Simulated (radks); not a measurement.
Task: Ag II, 46 electrons, occupied as [Kr] 4d10 (the NIST ground configuration). Calculated with a radial shooting solver on a logarithmic mesh with Libxc functionals: Dirac Kohn-Sham, Slater X-alpha with alpha = 0.754, spin-unpolarised, spherical densities, point nucleus. Some entries of the table are withheld. Estimate them.

orbital,occ.,eigenvalue (eV),<r^2> (bohr^2)
1s1/2,2,-25344.37,0.001309
2s1/2,2,-3745.139,0.02138
2p1/2,2,-3485.455,0.01596
2p3/2,4,-3309.514,0.01728
3s1/2,2,(1),0.1551
3p1/2,2,(2),0.1502
3p3/2,4,(3),0.1593
3d3/2,4,(4),(5)
3d5/2,6,(6),(7)
4s1/2,2,-103.8032,0.9377
4p1/2,2,-70.9067,1.092
4p3/2,4,-65.7164,1.165
4d3/2,4,-16.2497,2.257
4d5/2,6,-15.6639,2.333

Result: 
(1) 3s1/2 eigenvalue (eV): -694.5275
(2) 3p1/2 eigenvalue (eV): -590.6038
(3) 3p3/2 eigenvalue (eV): -559.4621
(4) 3d3/2 eigenvalue (eV): -374.4027
(5) 3d3/2 <r^2> (bohr^2): 0.1400
(6) 3d5/2 eigenvalue (eV): -368.1017
(7) 3d5/2 <r^2> (bohr^2): 0.1427
